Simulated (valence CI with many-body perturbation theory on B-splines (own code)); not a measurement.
Questions on Fe¹³⁺

Calculated by valence CI with perturbative core correlation (CI+MBPT): three valence electrons over a frozen Dirac-Fock core [Ne], a basis of 11 s, 11 p, 9 d, 7 f, 5 g, 2 h, 1 i functions for each j, with the one-electron correlation potential Σ1 (screened to all orders), the two-electron term Σ2, the three-electron term Σ3, Breit, model QED; selected single and double excitations, second order for the rest (own B-spline code, finite nucleus).

No measured spectrum was set against this ion. As an estimate, levels of excited configurations hold to 0.05 to 0.15 % of their energy, terms of the ground configuration to about 0.5 %.

Rates and lifetimes use the calculated energies. Strong lines usually hold to 10 to 20 %, long lifetimes can be off by a factor of two.

**Question.** What is the ground level?

**Answer.** 3s²3p ²P°_1/2, composition 97 % 3s²3p ²P°, g = 0.665.

**Question.** How well does LS coupling describe the low levels?

**Answer.** Among the lowest 20 levels the leading LS term, summed over configurations, holds 96 % on average. For single configurations the figures are 87 % in LS and 65 % in jj coupling. Terms mix most in the J = 1/2 level at 45.25 eV, where the leading one holds 77 %.

**Question.** Among levels below 138.98 eV, which E1 lines absorb most strongly from the ground level?

**Answer.** to 3s²3d ²D_3/2 at 21.13 nm, f = 0.473; to 3s3p² ²S_1/2 at 27.40 nm, f = 0.201; to 3s3p² ²P_3/2 at 25.20 nm, f = 0.143.

**Question.** Where does the other parity begin?

**Answer.** At 3s3p² ⁴P_1/2, 27.90 eV.

**Question.** What are the static dipole polarisabilities of the lowest levels?

**Answer.** 3s²3p ²P°_1/2 0.325; 3s²3p ²P°_3/2 0.328 (tensor 0.032) bohr³, of which the core gives 0.00562.
